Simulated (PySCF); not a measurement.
# How the method moves the HOMO and LUMO of `C[SiH2]C#C[SiH3]`

Species: C3H8Si2.
SMILES with atom numbers: `[CH3:1][SiH2:2][C:3]#[C:4][SiH3:5]` (hydrogens: H6, H7, H8 on C1; H9, H10 on Si2; H11, H12, H13 on Si5)

Geometry (PBE0-D3(BJ)/def2-SVP, Å), atoms numbered from 1 in this order:
```xyz
13
C3H8Si2 angstrom
C      2.580    0.606    0.050
Si     1.342   -0.127    1.252
C     -0.323   -0.216    0.470
C     -1.422   -0.272   -0.067
Si    -3.071   -0.353   -0.866
H      3.577    0.661    0.514
H      2.278    1.621   -0.248
H      2.652   -0.014   -0.856
H      1.741   -1.511    1.648
H      1.231    0.708    2.485
H     -4.055   -0.956    0.079
H     -3.515    1.023   -1.232
H     -2.987   -1.190   -2.098
```

Basis pcSseg-1 throughout (PySCF), one geometry. Isolated species at its PBE0-D3(BJ)/def2-SVP geometry, gas phase.

Problem. How do the orbital energies, the gap and the dipole change with the method?

Solution. 
```json
{"method": "BLYP", "kind": "GGA", "HOMO (eV)": "-6.65", "LUMO (eV)": "-1.27", "gap (eV)": "5.37", "μ (D)": "0.85", "SCF cycles": "14"}
{"method": "B97-D", "kind": "GGA", "HOMO (eV)": "-6.78", "LUMO (eV)": "-1.33", "gap (eV)": "5.44", "μ (D)": "0.86", "SCF cycles": "14"}
{"method": "KT2", "kind": "GGA", "HOMO (eV)": "-6.81", "LUMO (eV)": "-1.49", "gap (eV)": "5.32", "μ (D)": "0.85", "SCF cycles": "14"}
{"method": "OPBE", "kind": "GGA", "HOMO (eV)": "-6.81", "LUMO (eV)": "-1.35", "gap (eV)": "5.46", "μ (D)": "0.89", "SCF cycles": "15"}
{"method": "KT3", "kind": "GGA", "HOMO (eV)": "-6.82", "LUMO (eV)": "-1.41", "gap (eV)": "5.41", "μ (D)": "0.84", "SCF cycles": "14"}
{"method": "PBE", "kind": "GGA", "HOMO (eV)": "-6.82", "LUMO (eV)": "-1.45", "gap (eV)": "5.37", "μ (D)": "0.88", "SCF cycles": "14"}
{"method": "BP86", "kind": "GGA", "HOMO (eV)": "-6.93", "LUMO (eV)": "-1.55", "gap (eV)": "5.38", "μ (D)": "0.88", "SCF cycles": "13"}
{"method": "LDA", "kind": "LDA", "HOMO (eV)": "-6.95", "LUMO (eV)": "-1.64", "gap (eV)": "5.30", "μ (D)": "0.88", "SCF cycles": "13"}
{"method": "B3LYP", "kind": "global hybrid", "HOMO (eV)": "-7.77", "LUMO (eV)": "-0.74", "gap (eV)": "7.03", "μ (D)": "0.83", "SCF cycles": "13"}
{"method": "B97-2", "kind": "global hybrid", "HOMO (eV)": "-7.77", "LUMO (eV)": "-0.60", "gap (eV)": "7.17", "μ (D)": "0.84", "SCF cycles": "14"}
{"method": "PBE0", "kind": "global hybrid", "HOMO (eV)": "-8.02", "LUMO (eV)": "-0.58", "gap (eV)": "7.44", "μ (D)": "0.85", "SCF cycles": "14"}
{"method": "mPW1PW91", "kind": "global hybrid", "HOMO (eV)": "-8.04", "LUMO (eV)": "-0.58", "gap (eV)": "7.46", "μ (D)": "0.84", "SCF cycles": "13"}
{"method": "BHandHLYP", "kind": "global hybrid", "HOMO (eV)": "-9.04", "LUMO (eV)": "0.44", "gap (eV)": "9.48", "μ (D)": "0.79", "SCF cycles": "12"}
{"method": "CAM-B3LYP", "kind": "range-separated hybrid", "HOMO (eV)": "-9.32", "LUMO (eV)": "0.56", "gap (eV)": "9.88", "μ (D)": "0.80", "SCF cycles": "12"}
{"method": "wB97X-D", "kind": "range-separated hybrid", "HOMO (eV)": "-9.88", "LUMO (eV)": "1.16", "gap (eV)": "11.04", "μ (D)": "0.81", "SCF cycles": "13"}
{"method": "HF", "kind": "Hartree–Fock", "HOMO (eV)": "-10.66", "LUMO (eV)": "2.87", "gap (eV)": "13.53", "μ (D)": "0.78", "SCF cycles": "11"}
{"method": "LC-wPBE", "kind": "range-separated hybrid", "HOMO (eV)": "-10.76", "LUMO (eV)": "1.63", "gap (eV)": "12.39", "μ (D)": "0.80", "SCF cycles": "13"}
```

The HOMO spans 4.12 eV, from BLYP down to LC-wPBE, and the gap runs from 5.30 eV (LDA) to 13.53 eV (HF). Over the methods BLYP (0 %), B97-D (0 %), KT2 (0 %), OPBE (0 %), KT3 (0 %), PBE (0 %), BP86 (0 %), LDA (0 %), B3LYP (20 %), B97-2 (21 %), PBE0 (25 %), mPW1PW91 (25 %), BHandHLYP (50 %), HF (100 %), a straight line through the gap against the share of exact exchange rises by 0.82 eV for each 10 % (correlation coefficient 1.000). The dipole ranges from 0.78 D (HF) to 0.89 D (OPBE). This basis has no diffuse functions.
